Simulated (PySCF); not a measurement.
**Neon: a sound run and one with changed settings**

Sound run: Ne⁺ [He] 2s2 2p5, Ne²⁺ [He] 2s2 2p4. Calculation: PySCF 2.14, in cc-pVDZ-DK (3s2p1d, 14 functions); scalar relativity by spin-free X2C-1e. In the sound run the correlated levels freeze 1s2. The sound run starts from symmetry-adapted Hartree-Fock orbitals and uses a fine grid where one is needed.

Changed run: basis STO-3G, all-electron and non-relativistic. This setting is unsound on purpose.

| species | method | sound run (hartree) | changed run (hartree) | converged |
| --- | --- | --- | --- | --- |
| Ne⁺ | UHF | -127.90320 | -126.06147 | yes |
| Ne⁺ | BP86 | -128.25815 | -126.33771 | yes |
| Ne⁺ | LDA | -127.49378 | -125.56721 | yes |
| Ne⁺ | MP2 | -128.03717 | -126.06147 | yes |
| Ne²⁺ | UHF | -126.45544 | -124.57400 | yes |
| Ne²⁺ | BP86 | -126.73735 | -124.79819 | yes |
| Ne²⁺ | LDA | -125.96716 | -124.03297 | yes |
| Ne²⁺ | MP2 | -126.54931 | -124.57400 | yes |

Ionisation energy of Ne⁺:

| method | sound run (eV) | changed run (eV) |
| --- | --- | --- |
| UHF | 39.395 | 40.476 |
| BP86 | 41.383 | 41.892 |
| LDA | 41.542 | 41.749 |
| MP2 | 40.487 | 40.476 |
| SCS-MP2 | 40.438 | 40.476 |

A minimal basis cannot let orbitals breathe on ionisation and holds almost no correlation. The Hamiltonian changed with the basis, so the totals do not compare.

For comparison, NIST gives 40.963 eV between the lowest levels.
